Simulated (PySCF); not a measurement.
CBr2F2.

```xyz
5

F      0.0000     1.0711    -1.4352
C      0.0000     0.0000    -0.6639
F      0.0000    -1.0711    -1.4352
Br    -1.5993     0.0000     0.4259
Br     1.5993     0.0000     0.4259
```
Charge 0, spin multiplicity 1.

The structure is a stationary point at PBE0-D3(BJ)/def2-SVP.

Computed with PBE/pcSseg-1 in PySCF. Non-relativistic, no solvent.

Computed absolute GIAO shielding of each atom: isotropic value and principal components (ppm):
```json
[
 {"atom": "F1", "σ(iso)": "136.8", "σ11": "95.0", "σ22": "117.9", "σ33": "197.5", "span": "102.5"},
 {"atom": "C2", "σ(iso)": "23.9", "σ11": "17.0", "σ22": "19.5", "σ33": "35.3", "span": "18.3"},
 {"atom": "F3", "σ(iso)": "136.8", "σ11": "95.0", "σ22": "117.9", "σ33": "197.5", "span": "102.5"},
 {"atom": "Br4", "σ(iso)": "1265.9", "σ11": "353.8", "σ22": "593.5", "σ33": "2850.5", "span": "2496.7"},
 {"atom": "Br5", "σ(iso)": "1265.9", "σ11": "353.8", "σ22": "593.5", "σ33": "2850.5", "span": "2496.7"}
]
```
